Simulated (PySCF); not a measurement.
A structure optimised at PBE-D3(BJ)/def2-SVP, used in a PySCF frequency run:

```
C
H 1 1.1084
H 1 1.1087 2 107.24
C 1 1.5215 2 112.20 3 122.83
H 4 1.1080 1 111.39 2 179.43
H 4 1.1091 5 107.55 1 122.75
H 4 1.1111 5 108.17 6 115.79
Se 1 1.9913 2 107.44 3 -110.32
Ge 8 2.3684 1 97.37 2 -54.61
H 9 1.5489 8 106.19 1 167.22
H 9 1.5544 10 109.41 8 -121.89
H 9 1.5544 10 110.63 11 -119.84
```
Charge 0, spin multiplicity 1.

Question: Write its SMILES and formula.

Answer: CC[Se][GeH3], C2H8GeSe

Question: What are its rotational constants (standard atomic weights)?

Answer: 3.6166, 1.6046, 1.1898 GHz
